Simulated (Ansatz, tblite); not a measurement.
Forces on Al₄B₂ at its B3LYP-D4/def2-SVP geometry. The state is a singlet with charge 0.

The xTB rows come from tblite. The restricted singlet is unstable towards broken spin symmetry at other levels; at PBE-D4/def2-TZVP this wasn't settled. The geometry of the singlet was relaxed on an unsound state (restricted singlet, unstable towards broken spin symmetry at other levels and untested here). Another isomer (singlet) lies 3.40 eV lower at PBE0-D4/def2-TZVP; other spin states weren't run for this one.

GFN1-xTB (tblite), largest force 1.41 eV/Å:

```xyz
6
positions Å, forces eV/Å
B    -0.268    0.876    1.163   -0.141    0.422    0.543
B     0.327   -1.372   -2.042   -0.005   -0.193   -0.365
Al    1.767   -2.509   -1.279    0.136   -0.139    0.002
Al   -2.213    0.650    1.701   -1.149   -0.496    0.659
Al   -0.002    2.817    0.636    0.636    1.248   -0.191
Al    0.390   -0.463   -0.179    0.523   -0.842   -0.648
```

GFN2-xTB (tblite), largest force 1.04 eV/Å:

```
B 0.062 0.267 0.663
B 0.418 -0.203 0.447
Al -0.049 -0.023 -0.149
Al 0.038 0.040 -0.028
Al -0.040 -0.027 0.018
Al -0.429 -0.053 -0.950
```

PBE-D4/def2-TZVP (Ansatz), largest force 0.23 eV/Å:

```
B -0.059 0.137 0.170
B -0.106 0.048 -0.121
Al 0.082 -0.059 0.044
Al 0.071 -0.018 -0.071
Al -0.006 -0.092 -0.036
Al 0.019 -0.015 0.014
```
